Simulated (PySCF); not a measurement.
**Arsenic: a sound run and one with changed settings**

Sound run: As [Ar] 3d10 4s2 4p3, As⁺ [Ar] 3d10 4s2 4p2. All numbers are calculated (PySCF 2.14, a scalar-relativistic core potential, in cc-pVTZ-PP with ECP10MDF (5s4p3d1f, 39 functions)). The sound run starts from symmetry-adapted Hartree-Fock orbitals and uses a fine grid where one is needed.

Changed run: 14 angular points. This setting is unsound on purpose.

```json
{"species": "As", "method": "UHF", "sound run (hartree)": "-331.21015", "changed run (hartree)": "-331.21015", "converged": "yes"}
{"species": "As", "method": "r2SCAN", "sound run (hartree)": "-332.30153", "changed run (hartree)": "-332.30153", "converged": "yes"}
{"species": "As", "method": "M06-L", "sound run (hartree)": "-332.44829", "changed run (hartree)": "-332.44829", "converged": "yes"}
{"species": "As⁺", "method": "UHF", "sound run (hartree)": "-330.86383", "changed run (hartree)": "-330.86383", "converged": "yes"}
{"species": "As⁺", "method": "r2SCAN", "sound run (hartree)": "-331.93134", "changed run (hartree)": "-331.93401", "converged": "yes"}
{"species": "As⁺", "method": "M06-L", "sound run (hartree)": "-332.09623", "changed run (hartree)": "-332.09832", "converged": "yes"}
```

Ionisation energy of As:

```tsv
method	sound run (eV)	changed run (eV)
UHF	9.424	9.424
r2SCAN	10.073	10.001
M06-L	9.580	9.523
```

A coarse angular grid integrates products of high-l functions wrongly, so density functionals can shift, and the SCF can exploit the error; Hartree-Fock and MP2 need no grid.

For comparison, NIST gives 9.789 eV between the lowest levels.
